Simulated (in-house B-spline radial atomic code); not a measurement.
Ho IV (Ho3+) is squeezed into an impenetrable sphere of radius R (the orbitals vanish at R). Computed with a radial B-spline atomic code at the basis-set limit: scalar-relativistic (X2C) Hartree-Fock, spin-polarised, averaged over the determinants with the given up and down occupations, Fermi nucleus of rms radius 5.2022 fm.

Energies in eV above the free ion in [Xe] 4f10:

```json
{"R (bohr)": "9.82", "highest level (eV)": "-43.3", "[Xe] 4f10": "0", "[Kr] 4d9 4f11 5s2 5p6": "165.3", "[Kr] 4d9 4f10 5s2 5p6 5f1": "189.2"}
{"R (bohr)": "6.4", "highest level (eV)": "-43.3", "[Xe] 4f10": "0.0001153", "[Kr] 4d9 4f11 5s2 5p6": "165.3", "[Kr] 4d9 4f10 5s2 5p6 5f1": "190.5"}
{"R (bohr)": "5.04", "highest level (eV)": "-43.3", "[Xe] 4f10": "0.01204", "[Kr] 4d9 4f11 5s2 5p6": "165.3", "[Kr] 4d9 4f10 5s2 5p6 5f1": "193.5"}
{"R (bohr)": "3.93", "highest level (eV)": "-43", "[Xe] 4f10": "0.458", "[Kr] 4d9 4f11 5s2 5p6": "165.8", "[Kr] 4d9 4f10 5s2 5p6 5f1": "200.9"}
{"R (bohr)": "3.35", "highest level (eV)": "-41.8", "[Xe] 4f10": "2.814", "[Kr] 4d9 4f11 5s2 5p6": "168.1", "[Kr] 4d9 4f10 5s2 5p6 5f1": "210.7"}
{"R (bohr)": "2.95", "highest level (eV)": "-39.5", "[Xe] 4f10": "9.508", "[Kr] 4d9 4f11 5s2 5p6": "174.7", "[Kr] 4d9 4f10 5s2 5p6 5f1": "225.6"}
{"R (bohr)": "2.59", "highest level (eV)": "-34.9", "[Xe] 4f10": "27.97", "[Kr] 4d9 4f11 5s2 5p6": "193", "[Kr] 4d9 4f10 5s2 5p6 5f1": "255.4"}
{"R (bohr)": "2.05", "highest level (eV)": "-17.4", "[Xe] 4f10": "141.2", "[Kr] 4d9 4f11 5s2 5p6": "306.3", "[Kr] 4d9 4f10 5s2 5p6 5f1": "401.1"}
{"R (bohr)": "1.81", "highest level (eV)": "-0.764", "[Xe] 4f10": "296.2", "[Kr] 4d9 4f11 5s2 5p6": "461.9", "[Kr] 4d9 4f10 5s2 5p6 5f1": "584.1"}
{"R (bohr)": "1.57", "highest level (eV)": "43.9", "[Xe] 4f10": "642.9", "[Kr] 4d9 4f11 5s2 5p6": "810.9", "[Kr] 4d9 4f10 5s2 5p6 5f1": "977.2"}
```

Question: Does [Kr] 4d9 4f11 5s2 5p6 fall below [Xe] 4f10 under compression?

Answer: No, it stays above over the whole range.

Question: Does [Kr] 4d9 4f10 5s2 5p6 5f1 fall below [Xe] 4f10 under compression?

Answer: No, it stays above over the whole range.

The highest level is first positive in the row R = 1.57 bohr, pushed up by confinement above the zero of the free ion's potential. Each configuration is held fixed and needn't be the lowest in the sphere.
